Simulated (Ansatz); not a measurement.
C₂H₄Cl₂Ge, SMILES `C=[CH][GeH]([Cl])[Cl]` from Hartree–Fock to CCSD(T)

```tsv
atom	x (Å)	y (Å)	z (Å)
C1	1.2133	-0.2936	1.0119
C2	0.4152	-0.7202	0.0430
Ge3	-1.0539	0.3221	-0.6306
Cl4	-0.7688	0.6422	-2.7359
Cl5	-1.0433	2.2370	0.3390
H6	2.0380	-0.9003	1.3739
H7	1.0799	0.6770	1.4793
H8	0.5750	-1.6924	-0.4163
H9	-2.4553	-0.2717	-0.4644
```

Charge 0, multiplicity 1. Correlated methods include outer-core shells of Ge, which these sets cover unevenly. Scalar relativity is left out up to krypton. The structure was optimised at the PBE0-D4/def2-TZVP level. It is one conformer, not always the lowest. Frozen core, restricted reference, Ansatz 0.2.0.

```csv
basis,HF (Eh),MP2 corr.
def2-SVP,-3071.89283,-0.75112
def2-TZVPP,-3072.56233,-0.94773
def2-QZVPP,-3072.63280,-1.27098
```

**Question.** Estimate the CCSD correlation energy and the (T) correction in each basis where they were run (hartree).

**Answer.** 
| basis | CCSD corr. | (T) |
| --- | --- | --- |
| def2-SVP | -0.79503 | -0.02373 |
| def2-TZVPP | -0.99613 | -0.04376 |
